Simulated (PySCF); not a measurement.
PySCF job for C5H9O3, SMILES COCC(O[C]=O)C, multiplicity 2, IEF-PCM-PBE0/def2-SVP. Geometry: PBE0-D3(BJ)/def2-SVP. The isomer is the one that the SMILES or the coordinates give; other isomers of the formula were not compared. The values are those of a single conformer.

```python
import numpy as np
from pyscf import gto, scf, dft
from pyscf.solvent import pcm

mol = gto.M(
    atom='''
    C    -2.11196133   -0.26846086    1.00427826
    O    -1.66846038    0.28417503   -0.20349752
    C    -0.83079670   -0.52869199   -0.95764712
    C     0.59983323   -0.59915128   -0.44459881
    C     1.50257540   -1.42178622   -1.32932346
    O     1.12622801    0.76021368   -0.42505307
    C     1.07113150    1.42377266    0.69458259
    O     0.73944400    1.09560897    1.78623107
    H    -2.56937799   -1.26515241    0.84970672
    H    -2.87662818    0.40704031    1.41118582
    H    -1.30308339   -0.35432174    1.75140987
    H    -1.22420212   -1.56446394   -1.02941027
    H    -0.81032462   -0.10747234   -1.97587873
    H     0.62211957   -0.96699246    0.59371851
    H     1.51284027   -1.02242767   -2.35463146
    H     1.15424523   -2.46465555   -1.36544127
    H     2.53202589   -1.41562950   -0.94585208
    ''',
    basis='def2-SVP',
    charge=0,
    spin=1,
    max_memory=1600,
    verbose=3,
)
mf = dft.UKS(mol, xc='pbe0').density_fit(auxbasis='def2-universal-jkfit')
mf.grids.level = 3
mf.conv_tol = 1e-9
mf.max_cycle = 100
mf.kernel()
fine, coarse = mf.grids, dft.Grids(mol).set(level=1).build(with_non0tab=True)
for _ in range(3):  # follow internal instabilities
    mf.grids = coarse
    mo, _, stable, _ = mf.stability(return_status=True, nroots=4)
    mf.grids = fine
    if stable:
        break
    mf.kernel(mf.make_rdm1(mo, mf.mo_occ))
res = {}
for name, eps in {'water': 78.355, 'chlorobenzene': 5.6968, 'methanol': 32.613}.items():
    s = mf.PCM()
    s.with_solvent.method, s.with_solvent.eps, s.with_solvent.lebedev_order = 'IEF-PCM', eps, 17
    s.kernel(mf.make_rdm1())
    res[name] = (s.e_tot, eps, s.dip_moment(), s.mo_energy, s.converged)
    print(f'{name}: electrostatic solvation free energy {(s.e_tot - mf.e_tot) * 627.509474:.3f} kcal/mol')
```

Log of the run:

```

WARN: HOMO -0.191029824632797 >= LUMO -0.191029824632799

converged SCF energy = -420.764138725041  <S^2> = 0.75340374  2S+1 = 2.0034008
<class 'pyscf.df.df_jk.DFUKS'> wavefunction is stable in the internal stability analysis

WARN: PCM is an experimental feature. It is still in testing.
Features and APIs may be changed in the future.

converged SCF energy = -420.773213740653  <S^2> = 0.75336245  2S+1 = 2.0033596
Dipole moment(X, Y, Z, Debye): -0.19668, -4.21647, -1.69393
water: electrostatic solvation free energy -5.695 kcal/mol

WARN: PCM is an experimental feature. It is still in testing.
Features and APIs may be changed in the future.

converged SCF energy = -420.770938971441  <S^2> = 0.75337068  2S+1 = 2.0033678
Dipole moment(X, Y, Z, Debye): -0.19628, -3.95032, -1.62534
chlorobenzene: electrostatic solvation free energy -4.267 kcal/mol

WARN: PCM is an experimental feature. It is still in testing.
Features and APIs may be changed in the future.

converged SCF energy = -420.772935994058  <S^2> = 0.75336335  2S+1 = 2.0033605
Dipole moment(X, Y, Z, Debye): -0.19676, -4.18284, -1.68644
methanol: electrostatic solvation free energy -5.520 kcal/mol
```

The run converged.

Cost: about 5 core-minutes (a rough figure).
